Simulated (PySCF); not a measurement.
# Computed records: GeH4NOSi

Computed with PySCF 2.14.0. Calculation on a computer-drawn molecule: the log of a Hartree-Fock and frozen-core CCSD(T) single point meant for a local Hartree-Fock minimum, with one planted fault or none, to be diagnosed. Offsets are logged minus clean, where the clean run is the same molecule without the fault. The reference is restricted for singlets and unrestricted otherwise, and also for a bond in bohr or an excited solution. Adding or removing an electron swaps singlet and doublet. The excited solution moves the top pair (singlet) or top alpha electron (doublet) to the lowest empty orbital. Highest occupied and lowest empty are orbital energies over both spins, largest force is the largest gradient component, triples share is (T) over the correlation energy, the T1 limit is 0.02 restricted and 0.045 unrestricted, electrons count all cores, a negative frequency is imaginary (commonest isotopes), and the dipole is about the centre of nuclear charge; on germanium a core potential holds 10 electrons, which the energies leave out, and 3d is frozen in MP2 and coupled-cluster steps.

Common to all runs: meant charge 1; meant multiplicity 1; meant basis cc-pV(D+d)Z; meant basis and core potential on germanium cc-pVDZ-PP ECP10MDF; logged basis functions 94; logged SCF converged yes; logged CC converged yes; logged SCF stable within its kind yes; possible faults no fault, one electron removed, one electron added, multiplicity raised by two, geometry at a saddle point, SCF held on an excited solution, minimal basis STO-3G, one bond length entered in bohr, all coordinates scaled.

(1) 
```xyz
8
formula=GeH4NOSi logged_electrons=63 logged_spin_squared=0.7608 logged_highest_occupied=-24.063 logged_lowest_empty=-12.141 logged_largest_force=0.11175 logged_T1_diagnostic=0.02917 logged_D1_diagnostic=0.15168 logged_triples_share=0.026562 logged_dipole_magnitude=0.67939 logged_energy_HF=-713.23999 logged_energy_CCSD(T)=-713.75569 planted_fault=one_electron_removed HF_energy_offset_from_clean_run=319.8 CCSD(T)_energy_offset_from_clean_run=348
O      0.5630    -1.6708    -0.8153
Si    -0.7406    -0.7778    -0.9163
N     -1.9714    -0.8227     0.0779
Ge    -3.3570    -0.7473     1.0428
H      0.7591    -2.3276    -0.1589
H     -0.6567     0.1047    -2.0632
H     -4.5393    -1.6329     0.7309
H     -3.4000     0.1915     2.2243
```

Units: logged_highest_occupied, logged_lowest_empty in eV; logged_largest_force in hartree/bohr; logged_dipole_magnitude in debye; logged_energy_HF, logged_energy_CCSD(T) in hartree; HF_energy_offset_from_clean_run, CCSD(T)_energy_offset_from_clean_run in kcal/mol.

Drawn bonds:
| atom | other atom | order |
| --- | --- | --- |
| 1 | 2 | 1 |
| 2 | 3 | 1 |
| 3 | 4 | 2 |
| 1 | 5 | 1 |
| 2 | 6 | 1 |
| 4 | 7 | 1 |
| 4 | 8 | 1 |

(2) 
```xyz
8
formula=GeH4NOSi logged_electrons=64 logged_spin_squared=1.3796 logged_highest_occupied=-12.47 logged_lowest_empty=-4.9747 logged_largest_force=0.042984 logged_T1_diagnostic=0.046835 logged_D1_diagnostic=0.19791 logged_triples_share=0.030191 logged_dipole_magnitude=6.2087 logged_energy_HF=-713.58328 logged_energy_CCSD(T)=-714.11951 planted_fault=one_bond_length_entered_in_bohr,row_2_of_the_drawn_bonds HF_energy_offset_from_clean_run=104.4 CCSD(T)_energy_offset_from_clean_run=119.7
O      0.5630    -1.6708    -0.8153
Si    -0.7406    -0.7778    -0.9163
N     -3.0664    -0.8626     0.9626
Ge    -4.4521    -0.7873     1.9274
H      0.7591    -2.3276    -0.1589
H     -0.6567     0.1047    -2.0632
H     -5.6343    -1.6728     1.6155
H     -4.4950     0.1515     3.1089
```

Units: logged_highest_occupied, logged_lowest_empty in eV; logged_largest_force in hartree/bohr; logged_dipole_magnitude in debye; logged_energy_HF, logged_energy_CCSD(T) in hartree; HF_energy_offset_from_clean_run, CCSD(T)_energy_offset_from_clean_run in kcal/mol.

Drawn bonds:
| atom | other atom | order |
| --- | --- | --- |
| 1 | 2 | 1 |
| 2 | 3 | 1 |
| 3 | 4 | 2 |
| 1 | 5 | 1 |
| 2 | 6 | 1 |
| 4 | 7 | 1 |
| 4 | 8 | 1 |

Notes: T1 above single-reference limit.
